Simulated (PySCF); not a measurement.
Compound: CH3Cl3Sn.
Bonds: C1–Sn2, Sn2–Cl3, Sn2–Cl4, Sn2–Cl5. Hydrogens: H6, H7, H8 on C1.

Computed, not measured: PySCF 2.14.0, PBE0-D3(BJ)/def2-SVP geometry optimisation, gas phase, def2 core potentials past Kr.

Q: Give the optimised bond lengths and angles.

A: 
```csv
bond,length (pm)
C1–Sn2,212.0
"Sn2–Cl3, Sn2–Cl4, Sn2–Cl5",233.0
"C1–H6, C1–H7, C1–H8",109.8
```

Bonds in one row agree within 1 pm and their mean is given. A selection of angles:
```csv
angle,degrees
Sn2–C1–H6,108.0
Sn2–C1–H7,108.8
H6–C1–H7,110.5
H6–C1–H8,110.5
C1–Sn2–Cl3,111.1
C1–Sn2–Cl4,113.1
Cl3–Sn2–Cl4,107.2
Cl4–Sn2–Cl5,105.8
```

All 3 Cl–Sn bonds measure 2.330 to 2.331 Å. Sn2 (tin bonded to C and 3 Cl) is distorted tetrahedral (angles from 105.8° to 113.1°).

Point group: near C3v, missed by 0.10 Å at most; the miss may be what the optimiser left on a soft mode (C3 holds within 0.08 Å). Whether it is a minimum is left open (no frequencies).
